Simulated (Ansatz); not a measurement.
Job for Ansatz (an electronic-structure program): R-CCSD(T)/def2-SVPD on GeH5I (a complex), monomers drawn apart or pushed together. Elements past Kr take the def2 small-core potentials; no spin–orbit coupling. The run froze 23 orbitals, filled d shells among them.

Ansatz 0.2 input:
```yaml
crystal:
  periodic: [false, false, false]
  atoms:
    - {symbol: Ge, position_ang: [0.07552908, 0.15567178, -0.01274647]}
    - {symbol: H, position_ang: [1.46085800, 0.06768971, 0.64440635]}
    - {symbol: H, position_ang: [-0.64646337, -1.19085611, 0.12507569]}
    - {symbol: H, position_ang: [0.23999343, 0.50411443, -1.50079458]}
    - {symbol: H, position_ang: [-0.74507799, 1.25432418, 0.67872790]}
    - {symbol: I, position_ang: [-0.32855394, -0.77963570, 5.75615106]}
    - {symbol: H, position_ang: [0.42983457, 0.59541327, 5.37830390]}
basis:
  gaussian:
    orbitals: def2-SVPD
magnetization: {spin_polarized: false}
correlation: {method: ccsd_t, electrons: outside_noble_gas}
scf: {lower_state_search: off}
```

What total energy does the run end on?

-2374.9315 hartree (reference determinant -2374.6481, T1 diagnostic 0.009).

How many basis functions does it have, and what does it roughly cost on one machine?

113 functions; very roughly 7 core-seconds.
